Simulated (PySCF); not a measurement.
Species: C2H5BF2OS.
Bonds: C1–S2, S2–B3, B3–O4, O4–C5, C5–F6, C5–F7. Hydrogens: H8, H9, H10 on C1; H11 on B3; H12 on C5.

Torsions of this conformer, `[CH3:1][S:2][BH:3][O:4][CH:5]([F:6])[F:7]`: C1–S2–B3–O4 0°, S2–B3–O4–C5 -178°, B3–O4–C5–F6 -134°.

The closed-shell ground state was solved at several levels (PySCF, density fitting, gas phase, non-relativistic). The structure is a single PBE0-D3(BJ)/def2-SVP conformer in the gas phase; no vibrational or solvent corrections.

```tsv
level	basis functions	HOMO (eV)	LUMO (eV)	gap (eV)	dipole (D)
CAM-B3LYP/def2-SVPD	196	-8.98	0.45	9.43	0.82
mPW1PW91/pcSseg-2	329	-7.68	-0.59	7.09	0.75
```

Problem. What might PBE0/pcSseg-1 (151 basis functions) give for the same quantities?

Solution. HOMO -7.68 eV, LUMO -0.51 eV, gap 7.17 eV, dipole 0.58 D.

Problem. Over all these levels, which gives the widest orbital gap and which the narrowest?

Solution. CAM-B3LYP/def2-SVPD (range-separated hybrid) has the widest, 9.43 eV, and mPW1PW91/pcSseg-2 (global hybrid, 25 % exact exchange) the narrowest, 7.09 eV. Functional and basis both differ between the two, so the spread mixes both effects.

Problem. How far do the dipole and the HOMO energy spread over the levels?

Solution. The dipole runs from 0.58 to 0.82 D (mean 0.71 D) and the HOMO from -8.98 to -7.68 eV.
